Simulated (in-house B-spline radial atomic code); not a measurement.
The numbers below are computed, except where a source is named.
Weak and strong correlation along the adiabatic connection

Two-electron singlets in several external potentials (atomic units), by full CI in B-splines with partial waves to l = 8 (correlation energies up to 0.6 % small). The repulsion is scaled by λ at fixed density; W(λ) is the mean repulsion less the Hartree energy, W(0) = E_x, and the area under W from 0 to 1 is E_xc.

One system gave this curve:

```json
{"λ": "0", "W (hartree)": "-0.67562"}
{"λ": "0.02", "W (hartree)": "-0.67766"}
{"λ": "0.05", "W (hartree)": "-0.68067"}
{"λ": "0.12", "W (hartree)": "-0.68745"}
{"λ": "0.25", "W (hartree)": "-0.6992"}
{"λ": "0.4", "W (hartree)": "-0.71155"}
{"λ": "0.6", "W (hartree)": "-0.72627"}
{"λ": "0.8", "W (hartree)": "-0.7393"}
{"λ": "1", "W (hartree)": "-0.75089"}
{"λ": "1.4", "W (hartree)": "-0.77058"}
{"λ": "2", "W (hartree)": "-0.79361"}
{"λ": "3", "W (hartree)": "-0.82082"}
{"λ": "4.5", "W (hartree)": "-0.84711"}
```

Problem. Which system is it?
A. −Z exp(−kr)/r, Z = 2.11, k = 0.36
B. −Z/r, Z = 3, wall at 2 bohr
C. −Z exp(−kr)/r, Z = 1.49, k = 0.203
D. −Z/r, Z = 8.05, wall at 0.72 bohr

Solution. C. The exchange energy sets the size: −Z exp(−kr)/r, Z = 1.49, k = 0.203: E_x = -0.676, E_c = -0.0416; −Z/r, Z = 8.05, wall at 0.72 bohr: E_x = -4.89, E_c = -0.0451; −Z/r, Z = 3, wall at 2 bohr: E_x = -1.7, E_c = -0.043; −Z exp(−kr)/r, Z = 2.11, k = 0.36: E_x = -1.05, E_c = -0.0427 hartree.
